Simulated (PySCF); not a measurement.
Si(F)(OH)2(OSiH3) (FH₅O₃Si₂), SMILES O[Si](O)(F)O[SiH3].

Geometry optimised at ωB97X-D3(BJ)/def2-SVP. One conformer was computed; it need not be the lowest.

Two levels are set side by side: PBE/def2-TZVP (PySCF) and HF/def2-TZVP (PySCF). Same geometry, gas phase. Differences are taken from unrounded values.

```json
[
 {"quantity": "orbital gap (eV)", "HF": "15.57", "PBE": "6.53", "PBE minus HF": "-9.03"},
 {"quantity": "highest occupied level (eV)", "HF": "-12.68", "PBE": "-7.51", "PBE minus HF": "5.16"},
 {"quantity": "lowest empty level (eV)", "HF": "2.89", "PBE": "-0.98", "PBE minus HF": "-3.87"},
 {"quantity": "dipole moment (D)", "HF": "1.28", "PBE": "1.26", "PBE minus HF": "-0.02"},
 {"quantity": "mean polarisability (bohr³)", "HF": "49.2", "PBE": "58.1", "PBE minus HF": "8.9"}
]
```

Without exact exchange PBE keeps part of each electron's self-repulsion, which lifts occupied levels and narrows the gap. PBE's more diffuse valence density responds more strongly to a field. Differences between two approximate levels are no errors against the true value.

Rough cost on one machine, each run with all the roots and properties that it gave: HF against PBE about 1/2.
